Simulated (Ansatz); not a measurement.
One change: `C[CH2][Sn][OH]` becomes `C[CH2][Sn][Br]`.

Ansatz, PBE0-D4/def2-TZVP geometries, multiplicity 1. Each molecule was computed in one conformer, which needn't be the lowest.

Elements past krypton have def2 core potentials. Scalar relativity is left out up to krypton.

```json
{"property": "HOMO–LUMO gap (PBE0/def2-TZVPP) / eV", "`C[CH2][Sn][OH]`": "4.18"}
{"property": "HOMO energy (PBE0/def2-TZVPP) / eV", "`C[CH2][Sn][OH]`": "-6.25"}
{"property": "LUMO energy (PBE0/def2-TZVPP) / eV", "`C[CH2][Sn][OH]`": "-2.07"}
{"property": "LUMO energy (B3LYP/def2-TZVPP) / eV", "`C[CH2][Sn][OH]`": "-2.33"}
{"property": "HOMO–LUMO gap (PBE/def2-TZVPP) / eV", "`C[CH2][Sn][OH]`": "2.46"}
{"property": "zero-point energy (PBE0-D4/def2-TZVP) / kJ/mol", "`C[CH2][Sn][OH]`": "202.6"}
```

Q: Give the same properties after the change, and the shifts. (Best estimate.)

A: Ansatz gave: 
```json
{"property": "HOMO–LUMO gap (PBE0/def2-TZVPP) / eV", "`C[CH2][Sn][Br]`": "3.63", "shift": "-0.55"}
{"property": "HOMO energy (PBE0/def2-TZVPP) / eV", "`C[CH2][Sn][Br]`": "-6.43", "shift": "-0.18"}
{"property": "LUMO energy (PBE0/def2-TZVPP) / eV", "`C[CH2][Sn][Br]`": "-2.80", "shift": "-0.73"}
{"property": "LUMO energy (B3LYP/def2-TZVPP) / eV", "`C[CH2][Sn][Br]`": "-3.04", "shift": "-0.71"}
{"property": "HOMO–LUMO gap (PBE/def2-TZVPP) / eV", "`C[CH2][Sn][Br]`": "1.92", "shift": "-0.54"}
{"property": "zero-point energy (PBE0-D4/def2-TZVP) / kJ/mol", "`C[CH2][Sn][Br]`": "169.9", "shift": "-32.7"}
```

With PBE0 the HOMO falls by 0.18 eV and the LUMO falls by 0.73 eV, so the gap narrows by about 0.55 eV. PBE moves the HOMO by -0.18 eV and ωB97M-V by -0.15 eV. The zero-point energy changes by -32.7 kJ/mol with -3 modes.

B3LYP here is the variant with VWN-RPA as its local correlation; programs differ in this.

Spin–orbit coupling is left out; it splits and shifts lone-pair levels of the heavy atoms by tenths of an eV.
